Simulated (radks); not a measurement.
Q: The table gives one normalised radial function P(r) = r R(r) of Ag2+ in [Kr] 4d7.5 5p1.5 (r in bohr). Method: scalar-relativistic Kohn-Sham, r2SCAN, spin-unpolarised, spherical densities, finite nucleus; meta-GGA in the generalised Kohn-Sham scheme; Fermi nuclear charge, rms radius 4.5454 fm; computed with a radial shooting solver on a logarithmic mesh with Libxc functionals.

r	P
0.001906	0.0024
0.002201	0.0031
0.002542	0.0040
0.002936	0.0052
0.003391	0.0067
0.003916	0.0087
0.004522	0.0112
0.005223	0.0144
0.006032	0.0186
0.006966	0.0239
0.008045	0.0306
0.009291	0.0391
0.01073	0.0497
0.01239	0.0629
0.01431	0.0793
0.01653	0.0992
0.01909	0.1231
0.02204	0.1514
0.02546	0.1841
0.0294	0.2209
0.03395	0.2609
0.03921	0.3025
0.04529	0.3427
0.0523	0.3776
0.0604	0.4016
0.06976	0.4081
0.08056	0.3897
0.09304	0.3394
0.1075	0.2519
0.1241	0.1261
0.1433	-0.0328
0.1655	-0.2118
0.1911	-0.3890
0.2208	-0.5350
0.2549	-0.6172
0.2944	-0.6065
0.34	-0.4859
0.3927	-0.2574
0.4535	0.0541
0.5238	0.4050
0.6049	0.7388
0.6986	0.9970
0.8068	1.1381
0.9317	1.1452
1.076	1.0346
1.243	0.8463
1.435	0.6279
1.657	0.4214
1.914	0.2540
2.211	0.1363
2.553	0.0644
2.948	0.0265
3.405	0.0094
3.933	0.0028
4.542	0.0007
5.245	0.0001
6.057	0.0000
6.996	0.0000
8.079	0.0000
9.33	0.0000

Which n and l does it have? It may be an empty orbital.

A: n = 4, l = 1: the number of nodes gives n - l - 1 = 2, the rise at small r (about r^(l+1), flatter next to the nucleus through relativity) gives l, and the extent must fit the shell. The curve is that of 4p. 4p: eigenvalue -92.444 eV, 2 radial nodes at r = 0.139, 0.443 bohr, <r> = 0.985 bohr, 90 % of the charge inside 1.45 bohr.
